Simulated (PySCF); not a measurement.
C₆ coefficients of unlike pairs at PBE0

Calculated with PySCF 2.14 from the dipole response of each species, C₆(A,B) = (3/π) ∫ α_A(iu) α_B(iu) du, in atomic units, from isotropic polarisabilities. For ions this is the dispersion term alone; charge-induced terms of lower order in 1/R come first.

```csv
species,configuration,basis,relativity,α (bohr³),C₆ (like pair)
K⁺,[Ar] (1S),aug-cc-pVTZ-X2C (7s6p4d2f),spin-free X2C,4.929,18.53
In³⁺,[Kr] 4d10 (1S),aug-cc-pwCVTZ-DK3 (10s9p7d4f1g),spin-free X2C,3.385,14.83
Hg,[Xe] 4f14 5d10 6s2 (1S),aug-cc-pwCVDZ-PP with ECP60MDF (6s6p5d3f),core potential,35.88,333.4
O²⁺,[He] 2s2 2p2 (3P),"aug-cc-pVTZ with one added diffuse shell each of s, p, d, f type (6s5p4d3f)",none,1.746,2.332
```

Task: Estimate C₆ for Hg with K⁺.

Result: The integral gives 72.73. The combination rule 2 C_A C_B / (C_A α_B/α_A + C_B α_A/α_B) gives 68.39 and the geometric mean 78.60.

No spin-orbit coupling is included.

The other pairs:

| pair | C₆ |
| --- | --- |
| O²⁺, K⁺ | 6.537 |
| O²⁺, In³⁺ | 5.752 |
| O²⁺, Hg | 25.61 |
| In³⁺, K⁺ | 15.85 |
| Hg, In³⁺ | 58.58 |
